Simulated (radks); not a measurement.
Results of a calculation; reference values are marked as such.
Problem. The mean radii <r> (bohr) of the occupied orbitals of an atom or ion are listed with their occupations. Level of theory: non-relativistic Kohn-Sham, SCAN, spin-polarised, spherical densities, point nucleus; meta-GGA in the generalised Kohn-Sham scheme (a radial shooting solver on a logarithmic mesh with Libxc functionals).

orbital  occ.      <r>
1s up       1  0.09144
1s down     1  0.09144
2s up       1   0.4445
2s down     1   0.4446
2p up       3   0.4067
2p down     3   0.4068
3s up       1    1.545
3s down     1    1.557
3p up       3    1.820
3p down     2    1.856

Name the element and its charge. Open shells, if any, are filled with parallel spins first.

Solution. Z = 17, chlorine, charge 0: Cl in [Ne] 3s2 3p5. The 1s radius gives Z: for a bare nucleus <r> = 1.5/Z, 0.08824 bohr for Z = 17, and screening makes it slightly larger (0.09144 here). The occupations add up to 17, and the charge is Z minus that.
